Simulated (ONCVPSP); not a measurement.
**Mg (Z = 12): excitation energies, all-electron against ONCV**

| Quantity | Value |
| --- | --- |
| Element | magnesium |
| Generator | ONCVPSP 4.0.1 |
| Type | optimised norm-conserving Vanderbilt (ONCV) |
| Functional | PBEsol |
| Relativity | fully relativistic |
| Frozen core | [He] |
| Valence charge | 10 |
| Reference configuration | 2s2 2p6 (charge +2) |
| Partial waves | 2s: rc 1.05 bohr, ncon 4, nbas 8, qcut 13 1/bohr, 1 projector; 2p: rc 0.85 bohr, ncon 3, nbas 6, qcut 14 1/bohr, 2 projectors, debl 2.6 Ha |
| Local potential | polynomial inside 0.75 bohr (lpopt 3, dvloc0 0 Ha) |
| Core correction | none |

Open shells are filled in proportion to 2j + 1.

Energies are relative to the spin-unpolarised reference configuration 2s2 2p6; without spin polarisation the order of configurations can differ from experiment.

(1) Give the all-electron excitation energy and the error of the potential for: 2s2 2p6 3s2; 2s2 2p6 3s1; 2s2 2p6 3s1.5; 2s2 2p6 3s1 3p1.

## Answers

(1)

| valence configuration | charge | ΔE all-electron (eV) | error AE − PS (meV) |
| --- | --- | --- | --- |
| 2s2 2p6 3s2 | 0 | -22.737 | +53 |
| 2s2 2p6 3s1 | +1 | -14.816 | +39 |
| 2s2 2p6 3s1.5 | +0.5 | -19.608 | +48 |
| 2s2 2p6 3s1 3p1 | 0 | -19.262 | +30 |
